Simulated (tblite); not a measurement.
A tight-binding relaxation on `C=N[C@H](C)c1ncno1`.

Computed with GFN2-xTB geometry optimisation, gas phase (tblite 0.8.0). Start geometry: from a force field or distance geometry. The input is one job of a driver script: a line of settings, then coordinates in Å.

Command:
```bash
OMP_NUM_THREADS=1 python probes_run.py task.json out
```

Input:
```
{"job": {"kind": "relax", "xc": "GFN2-xTB", "basis": "xTB"}, "charge": 0, "multiplicity": 1}
C     -2.132700    -1.556100    -0.265900
N     -1.082700    -0.860000    -0.449800
C     -0.543600     0.082000     0.491000
C     -0.993500     1.513300     0.218400
C      0.935500     0.072900     0.385900
N      1.732500    -1.026400     0.311200
C      2.994500    -0.563300     0.220500
N      2.945400     0.789100     0.239800
O      1.709200     1.155500     0.329200
H     -2.769600    -1.488200     0.624100
H     -2.458100    -2.262900    -1.053800
H     -0.855800    -0.208200     1.506700
H     -0.357400     2.215200     0.819300
H     -2.049400     1.573500     0.572600
H     -0.981500     1.729700    -0.859800
H      3.899500    -1.157500     0.166800
```

Output:
```
step      E/eV     max force
  0    -735.38130    3.409
  1    -735.67706    1.631
  2    -735.74150    1.148
  3    -735.77735    0.586
  4    -735.79618    0.286
  5    -735.80345    0.276
  6    -735.81108    0.225
  7    -735.81700    0.210
  8    -735.82155    0.174
  9    -735.82518    0.168
... (130 lines left out)
140    -735.93070    0.205
141    -735.93101    0.033
142    -735.93122    0.028
143    -735.93148    0.067
144    -735.93156    0.042
145    -735.93166    0.031
146    -735.93171    0.019
147    -735.93174    0.020
148    -735.93175    0.017
149    -735.93176    0.004
```

«max force» is the largest atomic force in eV/Å.

Problem. From which step on does the largest force stay under 0.1 eV/Å, and how much energy is left to gain from there?

Solution. From step 141 (0.033 eV/Å), 0.8 meV above the end.

Main results: energy lowered by 12.7 kcal/mol over 149 steps; largest atomic force 0.004 eV/Å at the end.

Problem. Give the final coordinates.

Solution. 0.543 Å rms from the input after alignment:
```
atom  x, y, z in Å
C1    -1.8472   -1.6001   -0.3720
N2    -1.2549   -0.5226   -0.5942
C3    -0.6355    0.2005    0.4925
C4    -1.0257    1.6741    0.3965
C5     0.8357    0.0293    0.3225
N6     1.5978   -0.7938    0.9821
C7     2.8152   -0.5837    0.4218
N8     2.8030    0.3093   -0.5200
O9     1.5120    0.7182   -0.5958
H10   -1.9458   -2.0622    0.6158
H11   -2.2952   -2.1156   -1.2084
H12   -0.8975   -0.2232    1.4774
H13   -0.5177    2.2493    1.1663
H14   -2.0997    1.7748    0.5267
H15   -0.7514    2.0569   -0.5824
H16    3.6995   -1.1023    0.7272
```
Labels such as C1 count atoms from 1, the log's own numbers from 0.
